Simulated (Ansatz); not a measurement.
Cartesian coordinates in Å:
```
C -0.2309 1.0341 1.9787
C 0.2785 0.3798 0.9432
S 0.3178 1.0445 -0.6842
Ge -0.0172 -0.8207 -1.8449
H -0.7171 1.9962 1.8657
H -0.1585 0.6193 2.9773
H 0.7625 -0.5836 1.0795
H 0.2665 -0.4629 -3.3083
H -1.4622 -1.3150 -1.6735
H 0.9607 -1.8918 -1.3335
```

Total charge 0; spin multiplicity 1.

**Question.** List the CAM-B3LYP/def2-TZVPP orbital energies in eV (Ansatz 0.2.0). (An estimate is asked.)

**Answer.** Ansatz gave: Occupied: -10852.54, -2419.77, -1356.79, -1207.75, -1207.73, -1207.73, -279.80, -278.87, -217.79, -171.60, -162.38, -162.30, -162.17, -121.93, -121.87, -121.86, -35.50, -35.47, -35.45, -35.38, -35.38, -24.28, -21.41, -17.70, -16.99, -14.65, -13.49, -11.76, -11.63, -11.32, -10.69, -9.55, -7.87. Lowest empty: 0.78, 1.07, 1.65, 2.34, 2.50, 2.98, 3.30, 3.60.
